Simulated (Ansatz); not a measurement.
Reaction (ligand exchange at the Al–C bond): `[CH3][Al]([OH])[SeH]` + H–F → `[OH][Al]([F])[SeH]` + CH₄

Isolated molecules relaxed with PBE0-D4/def2-TZVP in Ansatz; ΔE leaves out vibrations. CCSD(T)/CBS is the MP2 limit (def2-TZVPP, def2-QZVPP) plus CCSD(T) − MP2 in def2-TZVPP, frozen cores. This one scheme is used for every species. For Se outer-core shells are correlated without core-valence functions, which leaves a few kJ/mol of doubt a bond. Scalar relativity is left out up to krypton. One conformer a species, not always the lowest.

| species | HF/def2-SVP energy (Eh) |
| --- | --- |
| `[CH3][Al]([OH])[SeH]` | -2757.05594 |
| H–F | -99.93236 |
| `[OH][Al]([F])[SeH]` | -2816.89543 |
| CH₄ | -40.16918 |

Problem. Work out ΔE.

Solution. ΔE = (-2816.89543) + (-40.16918) − (-2757.05594) − (-99.93236) = -0.07631 Eh = -200.4 kJ/mol. CCSD(T)/CBS gives -180.1 kJ/mol.

Largest T1 diagnostic among the species: 0.011.

From BLYP to BHLYP (50 % exact exchange), in def2-TZVPP and without D4, ΔE moves by −3.9 kJ/mol. At CCSD(T), def2-SVP lies −11.2 kJ/mol from the extrapolated value and def2-TZVPP −0.4 kJ/mol.
